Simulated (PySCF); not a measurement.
SMILES c1cccc(CC#C)c1 (C9H8) at its GFN2-xTB optimised geometry (Å):

```
17

C     -1.8625    -2.6350    -2.5510
C     -1.6956    -2.3321    -1.4058
C     -1.4711    -1.9295    -0.0289
C     -0.7073    -0.6292     0.0000
C     -1.3821     0.5839    -0.0092
C     -0.6810     1.7767    -0.0090
C      0.7032     1.7690    -0.0032
C      1.3828     0.5630     0.0000
C      0.6810    -0.6292     0.0000
H     -2.0173    -2.9153    -3.5495
H     -2.4384    -1.8147     0.4683
H     -0.9058    -2.7148     0.4809
H     -2.4631     0.5946    -0.0165
H     -1.2170     2.7148    -0.0130
H      1.2507     2.7000    -0.0018
H      2.4631     0.5505     0.0027
H      1.2152    -1.5691    -0.0006
```

Computed with CAM-B3LYP/def2-SVP in PySCF. Cells within 0.4 Å of a nucleus heavier than hydrogen are left out (blank, or x).

Map of the electron localisation function on the plane z = 0.0 Å:

```
|000000000000000000000000000|
|000000000000000000000000000|
|000000000220000012000000000|
|000000017995000489720000000|
|000000079999101899970000000|
|000000189999403999981000000|
|000000059999514999960000000|
|000000007998575899810000000|
|00000000155xx9xx45100000000|
|00003652167xx9xx66113420000|
|000399996698454896699992000|
|000699999xx62026xx899996000|
|000599998xx62026xx999996000|
|000169996698454896699993000|
|00000011166x29xx76225640000|
|00000000044xx9xx45100000000|
|000014764797575899600000000|
|000059997x78315999950000000|
|000059995xx5202999980000000|
|000026885x68600799970000000|
|000001233699920079720000000|
|000000001589940001000000000|
|000000000157720000000000000|
|000000000001100000000000000|
|000000000000000000000000000|
|000000000000000000000000000|
|000000000000000000000000000|
```
Scale: ten equal steps from 0.000 (start of '0') to 1.000 (end of '9'), in the order '0123456789'; x runs from -5.00 to 5.00, y from -5.00 (bottom) to 5.00 (top).
